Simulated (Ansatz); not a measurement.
`F[SiH](Cl)Cl` + H₂ → `F[SiH2]Cl` + HCl at 400 K and 1 bar (hydrogenolysis of the Si–Cl bond).

Gas-phase electronic energies from Ansatz, PBE0-D4/def2-TZVP geometries. CBS: MP2 limit from def2 TZ/QZ plus the TZ coupled-cluster correction, frozen cores. This one scheme is used for every species.

| species | CCSD(T)/CBS energy (Eh) | H − E (kJ/mol) | S (J/(mol·K)) |
| --- | --- | --- | --- |
| `F[SiH](Cl)Cl` | -1309.19911 | 63.5 | 333.9 |
| H₂ | -1.17544 | 38.0 | 139.0 |
| `F[SiH2]Cl` | -849.96195 | 76.1 | 299.2 |
| HCl | -460.38127 | 29.6 | 195.4 |

H − E and S are ideal-gas, rigid-rotor, harmonic terms from PBE0-D4/def2-TZVP. The MP2-based limit puts H₂ 0.8 mEh under its directly extrapolated value; such offsets cancel only in part. 1 Eh = 2625.50 kJ/mol, R = 8.31446 J/(mol·K).

Problem. By hand: ΔE, ΔH, ΔS and ΔG.

Solution. ΔE = (-849.96195) + (-460.38127) − (-1309.19911) − (-1.17544) = 0.03133 Eh = 82.3 kJ/mol. Δ(H − E) = 76.1 + 29.6 − 63.5 − 38.0 = 4.2, so ΔH = 86.5 kJ/mol. ΔS = 299.2 + 195.4 − 333.9 − 139.0 = 21.7 J/(mol·K). ΔG = 86.5 − 400 × (21.7)/1000 = 77.8 kJ/mol.

Problem. By hand: the equilibrium constant, and the temperature at which ΔG would vanish if ΔH and ΔS stayed fixed.

Solution. log₁₀ K = −ΔG/(RT ln 10) = -10.2. ΔG = 0 at ΔH/ΔS = 3986 K, far beyond where these terms or the molecules hold.

ΔH outweighs TΔS. A doubt of 5 kJ/mol in ΔE shifts log₁₀ K by 0.7 here. These are equilibria of isolated gas molecules and say nothing of rates. Largest T1 diagnostic: 0.010 (customary marks: 0.02 for closed shells, 0.045 for open ones).
